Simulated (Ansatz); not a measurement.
Abridged output of a molecular run in Ansatz:

```
Functional definition: HF
1538 factors; integrals over basis functions are off by at most 1.4e-3 eV
mean field evaluation 1: about -23280.9277 eV, gradient 3.5e1 eV
mean field evaluation 2: about -23281.1674 eV, gradient 3.5e1 eV
mean field evaluation 4: about -23284.2220 eV, gradient 4.9e0 eV
mean field evaluation 8: about -23284.2975 eV, gradient 3.0e-1 eV
mean field evaluation 16: about -23284.2982 eV, gradient 1.9e-6 eV
mean field -23284.29818625 eV, -855.6821756804 hartree, gradient 1.9e-6 eV, S^2 0.000000; 0 other end points of the search recorded, 0 dependent functions left out
13 core orbitals not correlated: weight in the atoms' cores, before any rotation towards them, 1.000 or more for the frozen orbitals, at most 0.000 for the correlated occupied ones
reference -23284.29818625 eV, -855.6821756804 hartree; 15, 15 occupied and 233, 233 virtual orbitals, 1538 factors
second order -22.82537032 eV of doubles, -0.00000000 eV of singles
cycle   1  -23.51251194 eV  change   -6.9e-1 eV  update   1.1e-1
cycle   2  -24.10361565 eV  change   -5.9e-1 eV  update   3.4e-2
cycle   3  -24.25506174 eV  change   -1.5e-1 eV  update   2.0e-2
cycle   4  -24.24030831 eV  change    1.5e-2 eV  update   5.5e-3
cycle   5  -24.23960696 eV  change    7.0e-4 eV  update   2.7e-3
cycle   6  -24.24066024 eV  change   -1.1e-3 eV  update   8.4e-4
cycle   7  -24.24045417 eV  change    2.1e-4 eV  update   3.9e-4
cycle   8  -24.24041010 eV  change    4.4e-5 eV  update   1.3e-4
cycle   9  -24.24048450 eV  change   -7.4e-5 eV  update   5.5e-5
cycle  10  -24.24047398 eV  change    1.1e-5 eV  update   2.1e-5
perturbative correction -0.94743042 eV, -0.0348174256 hartree
Total energy: -23309.48609064 eV, -856.6078140940 hartree
```

Its atoms:

Z-matrix (Å, degrees):
```
C
C 1 1.472
H 1 1.095 2 108.6
H 1 1.095 2 108.7 3 -114.8
H 1 1.088 2 111.9 3 122.6
O 2 1.222 1 122.5 3 -122.3
H 2 1.100 1 119.0 3 57.7
Al 6 1.953 2 128.3 1 179.9
Cl 8 2.161 6 98.8 2 0.2
H 8 1.585 6 100.7 2 116.9
H 8 1.585 6 100.7 2 -116.4
```

Problem. Which basis set was used?
A. def2-TZVPP
B. cc-pV(D+d)Z
C. def2-QZVPP
D. def2-TZVPPD

Solution. A. It gives 261 functions.

Problem. Write the keys of the input that set method, charge and spin (a neutral closed shell needs none for the last two).

Solution. 
```yaml
correlation: {method: ccsd_t}
```
